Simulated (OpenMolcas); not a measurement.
Cl2+.

* Program: OpenMolcas 26.06
* Basis: ANO-R3 [6s5p4d3f1g]
* Scalar Hamiltonian: X2C, finite nucleus
* Active space: 5 electrons in 4 orbitals (3s 3p)
* State averaging: 2S+1 = 4 odd, 1 root; 2S+1 = 2 odd, 11 roots; 2S+1 = 4 even, 3 roots; 2S+1 = 2 even, 9 roots
* Spin-orbit coupling: RASSI with atomic mean-field integrals over the reference wave functions, term energies averaged over their components

Two sets of levels on these reference wave functions, in cm⁻¹ above 3s² 3p³ ⁴S°_3/2: one from CASSCF and one from MS-CASPT2, IPEA 0.25 Eh, imaginary shift 0.1 Eh (closed shells correlated: 2s 2p).

```json
{"Level": "3s² 3p³ ⁴S°_3/2", "Set 1": "0.0", "Set 2": "0.0"}
{"Level": "3s² 3p³ ²D°_3/2", "Set 1": "18310", "Set 2": "22710"}
{"Level": "3s² 3p³ ²D°_5/2", "Set 1": "18360", "Set 2": "22780"}
{"Level": "3s² 3p³ ²P°_1/2", "Set 1": "30020", "Set 2": "31400"}
{"Level": "3s² 3p³ ²P°_3/2", "Set 1": "30070", "Set 2": "31470"}
{"Level": "3s 3p⁴ ⁴P_5/2", "Set 1": "102280", "Set 2": "106240"}
{"Level": "3s 3p⁴ ⁴P_3/2", "Set 1": "102900", "Set 2": "106850"}
{"Level": "3s 3p⁴ ⁴P_1/2", "Set 1": "103250", "Set 2": "107210"}
{"Level": "3s 3p⁴ ²D_3/2", "Set 1": "132720", "Set 2": "150690"}
{"Level": "3s 3p⁴ ²D_5/2", "Set 1": "132740", "Set 2": "150700"}
{"Level": "3s 3p⁴ ²S_1/2", "Set 1": "161340", "Set 2": "173130"}
{"Level": "3s 3p⁴ ²P_3/2", "Set 1": "172860", "Set 2": "192890"}
{"Level": "3s 3p⁴ ²P_1/2", "Set 1": "173610", "Set 2": "193630"}
{"Level": "3p⁵ ²P°_3/2", "Set 1": "261620", "Set 2": "294550"}
{"Level": "3p⁵ ²P°_1/2", "Set 1": "262690", "Set 2": "295620"}
```

Problem. Which set is which?

Solution. Set 1 is MS-CASPT2. Its levels of the other terms of 3s² 3p³ lie at 0.81 to 0.96 of the other set's values, as expected, since terms of lower spin or lower L gain more correlation energy than the Hund ground term. Against 7 measured levels (Moore, Atomic Energy Levels, vol. I, NSRDS-NBS 35 (1971 reprint of NBS Circular 467, 1949)) the mean absolute deviation is 1700 cm-1 with it and 5100 cm-1 without; single levels miss by up to 3800 cm-1 with it.

CASPT2 breaks the degeneracy within a term, and the mean is taken; among the terms shown or strongly mixed into the levels shown the widest spread is 1500 cm-1 (3s 3p⁴ ²D, MS-CASPT2). Over all roots computed the reference weight is 0.86 to 0.96 in MS-CASPT2; the roots of lowest weight are the least certain, and an intruder state may touch them. Terms of s pⁿ other than that of highest spin mix with s² pⁿ⁻² d, which this space lacks; all of them can be thousands of cm-1 off, and some have no real level of that name. Measured partners are found by configuration, term and J. A level has none where our copy of the source lacks it or the pairing is in doubt (some pairs that miss far off the trend of their configuration count as doubtful), and it then counts in no deviation. Only configurations of the active space appear.

° marks odd parity.
